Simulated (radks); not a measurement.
Species: Pd. Configuration: [Kr] 4d10 (the NIST ground configuration).

Calculated with a radial shooting solver on a logarithmic mesh with Libxc functionals: Dirac Kohn-Sham, PW91, spin-unpolarised, spherical densities, point nucleus.

Energy parts (hartree):
total: -5047.74657
kinetic: 5272.41642
electron-nucleus: -12235.20678
Hartree: 2060.10431
exchange-correlation: -145.06053

Orbitals (lengths in bohr, moments of r in powers of bohr; <r^-3> diverges for s and p1/2; r(90%) holds 90 % of the orbital's charge):
orbital,occ.,eigenvalue (hartree),r(90%),<1/r>,<r^-3>,<r^2>
1s1/2,2,-887.7145,0.0571,48.24,-,0.001371
2s1/2,2,-129.5774,0.214,11.09,-,0.02250
2p1/2,2,-120.2011,0.192,11.07,-,0.01685
2p3/2,4,-114.3404,0.198,10.43,3253,0.01818
3s1/2,2,-23.35989,0.559,3.863,-,0.1646
3p1/2,2,-19.65856,0.560,3.767,-,0.1603
3p3/2,4,-18.63711,0.575,3.612,576.1,0.1696
3d3/2,4,-12.08021,0.564,3.444,87.74,0.1510
3d5/2,6,-11.87655,0.569,3.404,82.81,0.1538
4s1/2,2,-3.13687,1.38,1.462,-,1.017
4p1/2,2,-1.99559,1.52,1.337,-,1.201
4p3/2,4,-1.83240,1.57,1.287,91.88,1.279
4d3/2,4,-0.16099,2.62,0.8923,7.174,3.156
4d5/2,6,-0.14497,2.69,0.8745,6.605,3.329

The highest occupied level is 4d5/2 at -3.945 eV. Summed over all electrons, <r^2> = 45.16 bohr^2, which gives a Langevin (diamagnetic) susceptibility term of -35.8 x 10^-6 cm^3/mol. For comparison, the ionisation energy in NIST's Atomic Spectra Database is 8.337 eV (measured). In exact Kohn-Sham theory the highest level is minus the ionisation energy, but local and semilocal functionals leave it too shallow, through self-interaction and a potential that decays too fast; potentials with the right tail come closer. The density falls to 0.001 e/bohr^3 at r = 4.08 bohr.
